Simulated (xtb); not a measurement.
xtb input:

```bash
xtb mol.xyz --gfn 1 --sp --chrg 1 --uhf 0
```
mol.xyz:
```
6

W     -0.01064966     0.00949806    -0.01658779
H      0.72290291     1.26070871    -0.89514648
H     -0.12552503     0.57384013     1.55475864
H      0.79347029    -0.70766901     1.23590052
H     -1.57366542    -0.50194273    -0.42999176
H      0.97089189    -1.32779391    -0.23802461
```

### Question
Predict the final energy.

### Answer
-4.33542 Eh (GFN1-xTB).

The spin state was set by rule; other spins were not relaxed.
